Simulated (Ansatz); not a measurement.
C2H7NOSi, SMILES `NCC1O[SiH2]1`. The species carries charge 0 and has multiplicity 1.

Cartesian coordinates in Å:
```
N 1.6264 -0.6196 1.1363
C 0.9170 -0.5388 -0.1286
C -0.1003 0.5676 -0.2069
O -1.2219 0.3907 0.7441
Si -1.7958 0.3813 -0.8167
H 0.9527 -0.6909 1.8906
H 2.1546 0.2299 1.2991
H 0.4269 -1.5019 -0.3033
H 1.6431 -0.4062 -0.9372
H 0.3259 1.5695 -0.1181
H -2.2947 -0.9119 -1.3343
H -2.6338 1.5303 -1.2250
```

Question: List the harmonic frequencies (cm⁻¹, unscaled) at PBE0-D4/def2-TZVP in Ansatz. (Estimate.)

Answer: Ansatz gave: 108, 181, 266, 343, 455, 537, 623, 653, 756, 790, 848, 892, 947, 996, 1073, 1108, 1151, 1189, 1318, 1378, 1399, 1463, 1662, 2251, 2267, 3047, 3081, 3098, 3514, 3595.

Question: Is this a minimum?

Answer: Yes, all 30 modes are real.

Question: Give the ideal-gas thermochemistry at 298.15 K and 1 bar (rigid rotor, harmonic oscillator; point group C1, symmetry number 1).

Answer: Zero-point energy 245.2 kJ/mol; H(298) − E = 264.0 kJ/mol; entropy 323.8 J/(mol·K), of which translation 164.9, rotation 109.3, vibration 49.7; G(298) − E = 167.4 kJ/mol.
